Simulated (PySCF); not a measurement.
**Relaxation of singlet ZrOCl2**

Level of theory: PBE0 in PySCF with Zr def2-TZVP with ECP28, O def2-TZVP, Cl def2-TZVP; scalar-relativistic core potentials, no spin–orbit coupling; density-fitted integrals. A (50,194) grid was used.

A hand-made T-shaped (ligand arrangement 1) start, of Cs symmetry, held to at least that symmetry:

Coordinates in bohr (charge 0 multiplicity 1):
```
Zr   -0.6341    0.0000   -0.9950
O    -4.1092    0.0000   -0.8737
Cl   -0.6341    0.0000    3.7860
Cl    4.1440    0.0000   -0.8282
```

Optimiser trace:
```tsv
step	E − E(last) (kJ/mol)	largest gradient (Eh/bohr)
0	197.54	0.07788
1	126.82	0.05417
2	79.79	0.02930
3	54.63	0.04053
4	24.12	0.03736
5	6.61	0.01250
6	3.01	0.01799
7	0.55	0.00443
8	0.34	0.00386
9	0.14	0.00262
10	0.05	0.00148
11	0.00	0.00069
12	0.00	0.00015
```

It ends at C2v with Zr–Cl 2.382 Å (×2), Zr–O 1.724 Å; Cl–Zr–Cl 130.1°, Cl–Zr–O 115.0° (×2) (after a last refinement on a finer grid). A frequency run shows 1 imaginary mode, down to 32i cm⁻¹, so it is a saddle point. Other isomers or separated fragments may lie lower.

Final geometry:
Z-matrix (Å, degrees; charge 0 multiplicity 1):
```
Zr
O  1 1.7237
Cl 1 2.3822 2 114.97
Cl 1 2.3822 2 114.97 3 180.00
```
